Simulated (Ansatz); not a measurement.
PtSe₂. The state is a singlet with charge 0. Geometry PBE0-D4/def2-TZVP.

| atom | x (Å) | y (Å) | z (Å) |
| --- | --- | --- | --- |
| Pt1 | 0.0046 | -0.0017 | 0.0033 |
| Se2 | -1.2719 | -0.0207 | 1.7778 |
| Se3 | 1.2673 | 0.0224 | -1.7811 |

In the def2 sets Pt takes a core potential; there is no spin–orbit coupling. B3LYP takes the VWN-RPA correlation. The restricted singlet is unstable towards broken spin symmetry at other levels; at BLYP-D4/def2-TZVP, r2SCAN-D4/def2-TZVPD, B3LYP-D4/def2-TZVP, PBE0-D4/def2-SVP this wasn't settled. The geometry of the singlet was relaxed on an unsound state (restricted singlet, unstable towards broken spin symmetry). The structure comes from a short search, and lower isomers may exist.

Problem. Estimate the orbital energies around the gap (eV) in Ansatz with PBE-D4/def2-TZVP, BLYP-D4/def2-TZVP, r2SCAN-D4/def2-TZVPD, B3LYP-D4/def2-TZVP, PBE0-D4/def2-SVP.

Solution. 
| orbital | PBE-D4/def2-TZVP | BLYP-D4/def2-TZVP | r2SCAN-D4/def2-TZVPD | B3LYP-D4/def2-TZVP | PBE0-D4/def2-SVP |
| --- | --- | --- | --- | --- | --- |
| HOMO−5 | -7.13 | -6.91 | -7.43 | -8.45 | -8.86 |
| HOMO−4 | -7.09 | -6.90 | -7.43 | -8.45 | -8.86 |
| HOMO−3 | -7.09 | -6.90 | -7.42 | -8.00 | -8.31 |
| HOMO−2 | -7.03 | -6.87 | -7.35 | -7.75 | -8.06 |
| HOMO−1 | -7.03 | -6.87 | -7.35 | -7.69 | -7.87 |
| HOMO | -6.73 | -6.59 | -7.09 | -7.69 | -7.87 |
| LUMO | -5.35 | -5.18 | -5.47 | -4.96 | -4.88 |
| LUMO+1 | -5.35 | -5.18 | -5.47 | -4.96 | -4.88 |
| LUMO+2 | 0.04 | 0.07 | 0.21 | 0.47 | 0.85 |
| LUMO+3 | 0.06 | 0.13 | 0.21 | 0.51 | 0.85 |
| LUMO+4 | 0.07 | 0.13 | 0.38 | 0.51 | 1.11 |
| LUMO+5 | 1.47 | 1.45 | 0.58 | 1.84 | 2.12 |
